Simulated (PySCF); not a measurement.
Identify the unknown among the candidates.

All candidates are C5H10Se.

| technique | computed result |
| --- | --- |
| Triplet | lowest triplet excitation (Tamm–Dancoff): 3.84 eV [TDA CAM-B3LYP/def2-SVPD] |
| Valence photoelectron | vertical ionisation energy: 7.83 eV [ΔSCF CAM-B3LYP/def2-SVPD] |
| UV, strongest line | among the 10 lowest singlet transitions: S3 at 5.57 eV (223 nm, f = 0.273) [TDDFT CAM-B3LYP/def2-SVPD] |
| 13C NMR | chemical shifts (computed TMS as zero) by class: 138.9 (1 C), 138.8 (1 C), 32.3 (1 C), 17.5 (1 C), 11.0 (1 C) ppm [GIAO CAM-B3LYP/pcSseg-1] |
| NMR, other nuclei | isotropic shieldings of nuclei other than C and H, by class: 1567 (1 Se) ppm [GIAO CAM-B3LYP/pcSseg-1] |
| Rotational structure | rotational constants A, B, C: 5.996, 0.887, 0.816 GHz [PBE0-D3(BJ)/def2-SVP] |
| Dipole | 1.38 D [CAM-B3LYP/def2-SVPD] |
| Couplings | largest of the computed one-bond spin–spin couplings (means over like bonds): 13C–1H +174.7, 13C–1H +160.0, 13C–1H +148.7 (×3), 13C–1H +133.0 (×3), 13C–1H +131.8 (×2), 13C–13C +81.5, 13C–13C +46.6, 13C–13C +36.5 Hz [B3LYP/pcJ-1 (pcSseg-1 on Se), spin–dipole term left out] |
| UV, first state | lowest singlet excitation: 4.68 eV (265 nm, f = 0.000) [TDDFT CAM-B3LYP/def2-SVPD] |

The electronic properties come from PySCF, for the isolated species, density fitting. Levels stand in brackets. The structure is a single PBE0-D3(BJ)/def2-SVP conformer in the gas phase; no vibrational or solvent corrections. The calculation is non-relativistic and has no spin–orbit coupling, an omission that weighs most on selenium. NMR classes are plain means over equivalent atoms (diastereotopic ones count apart unless rotation or inversion swaps them), as if these changed places fast.

Question: Which candidate is it?
A. `C=C[Se]CCC`
B. `CC[Se]C1CC1`
C. `CC/C=C/[Se]C`
D. `C=C(C)CC[SeH]`

Answer: C. It is `CC/C=C/[Se]C`. Numbering: `[CH3:1][CH2:2]/[CH:3]=[CH:4]/[Se:5][CH3:6]`. 5 carbons fall into 5 classes; from least to most shielded: alkene CH carbon [C3] (138.9 ppm), alkene CH carbon [C4] (138.8 ppm), allylic carbon [C2] (32.3 ppm), methyl carbon [C1] (17.5 ppm), sp3 carbon bound to selenium [C6] (11.0 ppm). The other shieldings belong to: 1567 ppm, selenium bonded to 2 C [Se5]. The couplings run between: +174.7 Hz, alkene CH carbon [C4] and its hydrogen; +160.0 Hz, alkene CH carbon [C3] and its hydrogen; +148.7 Hz, sp3 carbon bound to selenium [C6] and its hydrogen (with 2 like pairs); +133.0 Hz, methyl carbon [C1] and its hydrogen (with 2 like pairs); +131.8 Hz, allylic carbon [C2] and its hydrogen (with 1 like pair); +81.5 Hz, alkene CH carbon [C3] and alkene CH carbon [C4]; +46.6 Hz, allylic carbon [C2] and alkene CH carbon [C3]; +36.5 Hz, methyl carbon [C1] and allylic carbon [C2]. The first electron is taken from the HOMO, whose largest Löwdin shares are 0.53 on the selenium bonded to 2 C, 0.16 on an alkene CH carbon, 0.15 on an alkene CH carbon and 0.07 on the sp3 carbon bound to selenium. The optimised geometry has point group C1 and is an asymmetric top. NMR values of atoms bound to Se lack the spin–orbit term that these neighbours bring.

The others, at the same levels:
- `C=C(C)CC[SeH]` fails: its computed 13C shifts are 157.8 (1 C), 121.9 (1 C), 49.7 (1 C), 26.9 (1 C), 22.8 (1 C) ppm, vertical ionisation energy is 8.81 eV (against 7.83 eV) and lowest triplet excitation (Tamm–Dancoff) is 4.26 eV (against 3.84 eV).
- `C=C[Se]CCC` fails: its computed 13C shifts are 152.4 (1 C), 127.9 (1 C), 37.2 (1 C), 30.2 (1 C), 16.7 (1 C) ppm, vertical ionisation energy is 8.03 eV (against 7.83 eV) and strongest line among the 10 lowest singlet transitions is S2 at 5.34 eV (232 nm, f = 0.149) (against S3 at 5.57 eV).
- `CC[Se]C1CC1` fails: it has 4 carbon classes against 5; its computed 13C shifts are 27.9 (1 C), 17.9 (1 C), 12.0 (1 C), 8.8 (2 C) ppm, lowest singlet excitation is 4.84 eV (256 nm, f = 0.001) (against 4.68 eV) and vertical ionisation energy is 8.19 eV (against 7.83 eV).

Each candidate is one conformer, not necessarily the lowest. The conformers computed, where there is a choice (atom-mapped SMILES and torsion angles):
- `[CH3:1][CH2:2]/[CH:3]=[CH:4]/[Se:5][CH3:6]`: C1–C2–C3–C4 116°, C3–C4–Se5–C6 1°
- `[CH2:1]=[C:2]([CH3:3])[CH2:4][CH2:5][SeH:6]`: C1–C2–C4–C5 107°, C2–C4–C5–Se6 176°, H–Se6–C5–C4 65°
- `[CH2:1]=[CH:2][Se:3][CH2:4][CH2:5][CH3:6]`: C1–C2–Se3–C4 -154°, C2–Se3–C4–C5 72°, Se3–C4–C5–C6 179°
- `[CH3:1][CH2:2][Se:3][CH:4]1[CH2:5][CH2:6]1`: C1–C2–Se3–C4 67°, C2–Se3–C4–C5 67°
